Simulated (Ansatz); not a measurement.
C4H10Si2, SMILES C1=CC[SiH2][Si@H]1C.

The structure is a stationary point at PBE0-D3(BJ)/def2-SVP. The structure was generated by enumeration; whether it is a known compound was not checked. One conformer was computed; it need not be the lowest.

Two levels are set side by side: PBE/def2-SVPD (Ansatz, a first-principles code) and PBE0/def2-SVPD (Ansatz). Energy differences of separate SCF runs at the same geometry; the states with an electron removed or added have multiplicity 2 and 2. Differences are taken from unrounded values.

| quantity | PBE0 |
|---|---|
| vertical ionisation energy (eV) | 9.17 |
| vertical singlet–triplet gap (eV) | 4.08 |

What does PBE give, and how far is it from PBE0? (An estimate is asked for; the answer gives what the named calculation found.)


```json
[
 {"quantity": "vertical ionisation energy (eV)", "PBE": "8.89", "PBE minus PBE0": "-0.27"},
 {"quantity": "vertical singlet–triplet gap (eV)", "PBE": "4.20", "PBE minus PBE0": "0.12"}
]
```
